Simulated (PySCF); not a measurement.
Species: C₃H₈O₂S₂Si.
Structure used (GFN2-xTB), in Å, numbered top down from 1:
```
atom  x, y, z in Å
O1    -1.777   -1.389   -1.634
S2    -0.781   -0.713   -0.858
O3     0.474   -0.425   -1.498
C4    -0.549   -1.355    0.833
C5    -0.743    0.074    1.346
S6     0.818    0.881    1.843
Si7    2.188    0.839    0.159
C8    -1.387    0.708    0.111
H9     0.411   -1.807    1.056
H10   -1.362   -2.026    1.094
H11   -1.365    0.134    2.240
H12    2.579   -0.533   -0.103
H13    1.679    1.709   -0.884
H14    3.286    1.518    0.846
H15   -2.473    0.710    0.139
H16   -1.006    1.685   -0.167
```

Theory: TDDFT PBE0/def2-SVPD, vertical, gas phase, core orbitals frozen in the response (PySCF).

Ground-to-excited transition dipoles (e·a0, same axes as the geometry; the sign carries no meaning), for the states with f of 0.002 or more among the lowest 7:

```csv
state,E (eV),μx,μy,μz
S1,5.644,0.092,-0.226,0.079
S2,5.945,0.084,-0.205,0.073
S4,6.375,-0.051,0.130,-0.045
S6,6.907,-0.259,-0.068,0.101
S7,7.216,-0.344,-0.062,0.210
```

Task: What oscillator strength does each state have?

Result: f = (2/3) ΔE |μ|² with ΔE in hartree (27.2114 eV).

| state | \|μ\|² (au) | \|μ\| (D) | f |
| --- | --- | --- | --- |
| S1 | 0.066 | 0.65 | 0.009 |
| S2 | 0.055 | 0.59 | 0.008 |
| S4 | 0.022 | 0.37 | 0.003 |
| S6 | 0.082 | 0.73 | 0.014 |
| S7 | 0.166 | 1.04 | 0.029 |

Task: Label these states by symmetry in Cs.

Result: Polarised normal to the mirror plane, so A″: S1, S2 and S4. Polarised in the mirror plane, so A′: S6 and S7.

Task: Which bond between heavy atoms lies closest to the direction of the S7 transition dipole?

Result: S2–O3, at 5° from it; next S6–Si7 at 22°.

Task: What angle do the transition dipoles of S6 and S7 make?

Result: |cos θ| = |μa·μb| / (|μa| |μb|) = 0.98, so θ ≈ 11° (taken between 0 and 90°, since the signs are arbitrary).

Task: How is the summed strength of these states shared among x, y and z?

Result: (2/3) Σ ΔE μα² gives 0.035 for x, 0.017 for y and 0.011 for z, 0.064 in all.

Task: What peak molar absorption coefficient would the strongest computed level give as a lone Gaussian band 0.3 eV wide at half height?

Result: ε(max) = 2.175×10⁸ f / FWHM, with the width in cm⁻¹. S7: 2.175×10⁸ × 0.0294 / 2420 ≈ 2600 L mol⁻¹ cm⁻¹.

One conformer stands for the species.
